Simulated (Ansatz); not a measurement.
ClH₃O₃Si (`O[Si](O)(O)Cl`). Total charge 0; spin multiplicity 1.

```tsv
atom	x (Å)	y (Å)	z (Å)
O1	-0.263	-1.204	1.037
Si2	-0.007	-0.009	-0.026
O3	-0.911	1.275	0.373
O4	1.559	0.404	-0.011
Cl5	-0.527	-0.651	-1.912
H6	-1.135	-1.601	1.071
H7	-0.916	2.027	-0.222
H8	2.200	-0.242	-0.309
```

(1) List the harmonic frequencies (cm⁻¹, unscaled) at PBE0-D4/def2-TZVP in Ansatz. (Best estimate.)

(2) Is this a minimum?

(3) Give the ideal-gas thermochemistry at 298.15 K and 1 bar (rigid rotor, harmonic oscillator; point group C3, symmetry number 3).

(4) And at 400, 500, 600, 800 and 1000 K?

(5) Rotational constants (cm⁻¹)?

## Answers

(1) The calculation gave: 133, 133, 268, 269, 277, 338, 338, 345, 539, 817, 818, 840, 845, 1017, 1017, 3928, 3928, 3929.

(2) Yes, all 18 modes are real.

(3) Zero-point energy 118.3 kJ/mol; H(298) − E = 139.7 kJ/mol; entropy 337.5 J/(mol·K), of which translation 168.0, rotation 103.9, vibration 65.6; G(298) − E = 39.1 kJ/mol.

(4) 
```
T (K)  H − E (kJ/mol)  S (J/mol/K)  G − E (kJ/mol)
  400           151.6        371.7             2.9
  500           164.5        400.4           -35.7
  600           178.1        425.2           -77.0
  800           206.9        466.5          -166.3
 1000           237.0        500.1          -263.1
```

(5) 0.1327, 0.08068, 0.08067.
